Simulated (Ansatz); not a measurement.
Geometry optimisation, RKS PBE0-D4/def2-SVP in Ansatz.

The input (input.yaml):

```yaml
crystal:
  periodic: [false, false, false]
  atoms:
    - { symbol: Hf, position_ang: [0.0, 0.0, 0.0] }
    - { symbol: O, position_ang: [0.0, 0.0, 2.07] }
    - { symbol: H, position_ang: [-0.9095, -0.2814, 2.4071] }
    - { symbol: "N", position_ang: [2.084, 0.0, -0.7359] }
    - { symbol: H, position_ang: [2.5823, -0.918, -0.9166] }
    - { symbol: H, position_ang: [2.5853, 0.918, -0.9082] }
    - { symbol: F, position_ang: [-0.9326, 1.6157, -0.6593] }
    - { symbol: F, position_ang: [-0.9326, -1.6157, -0.6593] }
basis:
  gaussian: { orbitals: def2-SVP }
hamiltonian:
  xc: pbe0
  dispersion: d4
relax:
  f_tol: 0.02
  max_steps: 40
```

Run as:

```bash
$ ansatz run input.yaml --threads 2 --pin off --max-ram 3072MiB --backend cpu --events-out ev --progress --plain --runs-dir out
```

Where does it end, and by what steps?

The forces met the threshold. The force dipped under the threshold on the way, but the program's further checks kept it going. After 26 steps the energy has fallen by 0.969 eV; H3 moved furthest, 0.78 Å.

```csv
step,energy less start (eV),largest force component (eV/Å),accepted
0,0.0000,2.184,yes
1,-0.4611,4.058,yes
2,-0.8169,0.765,yes
3,-0.8479,0.417,yes
4,-0.8909,0.372,yes
5,-0.9266,0.525,yes
6,-0.9510,0.164,yes
7,-0.9559,0.115,yes
8,-0.9632,0.049,yes
9,-0.9642,0.203,yes
10,-0.9646,0.140,yes
11,-0.9651,0.041,yes
12,-0.9651,0.035,yes
13,-0.9653,0.079,yes
14,-0.9652,0.171,no
15,-0.9656,0.056,yes
16,-0.9649,0.260,no
17,-0.9660,0.079,yes
18,-0.9669,0.072,yes
19,-0.9666,0.236,no
20,-0.9671,0.048,yes
21,-0.9681,0.014,yes
22,-0.9686,0.090,yes
23,-0.9688,0.070,yes
24,-0.9690,0.050,yes
25,-0.9691,0.025,yes
26,-0.9692,0.012,yes
```

```xyz
8
Properties=species:S:1:pos:R:3
Hf -0.096 -0.029 -0.137
O -0.359 -0.100 1.766
H -0.209 -0.134 2.708
N 1.876 -0.009 -0.601
H 2.470 -0.825 -0.734
H 2.460 0.822 -0.682
F -0.832 1.616 -0.802
F -0.831 -1.622 -0.920
```

Time of the run: 86 s on 2 threads of Arm Neoverse V2, with other jobs on the host, peak memory 0.22 GiB.
